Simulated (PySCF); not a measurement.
## How methods differ on the interval between two levels of Zr

Zr [Kr] 4d2 5s2 [3F4, M_J = 4] → Zr [Kr] 4d4 [5D4, M_J = 4], as a difference of total energies. Calculation: PySCF 2.14, in x2c-SVPall-2c with one added diffuse shell each of s, p, d type (7s9p7d1f, 76 functions); the two-component X2C-1e Hamiltonian. Correlated levels: [Ar] 3d10 frozen; the 6 highest virtual spinors dropped. "Screened" scales the spin-orbit matrix elements by Boettger's factors to mimic the two-electron term; Breit and QED terms are absent.

| method | interval between two levels (cm⁻¹) |
| --- | --- |
| GHF (spin-free) | 19412 |
| GMP2 (spin-free) | 21592 |
| GHF (screened spin-orbit) | 19151 |
| GMP2 (screened spin-orbit) | 21278 |

The labels give the starting determinants; with spin-orbit coupling the two ends relaxed to ⟨J²⟩ = 20.39, ⟨L²⟩ = 12.17, ⟨S²⟩ = 2.10 and ⟨J²⟩ = 20.01, ⟨L²⟩ = 6.02, ⟨S²⟩ = 6.01.

The determinant of the lower state mixes levels of different J (the jj label is only the starting occupation), so the difference between spin-free and spin-orbit rows is not the physical spin-orbit shift.
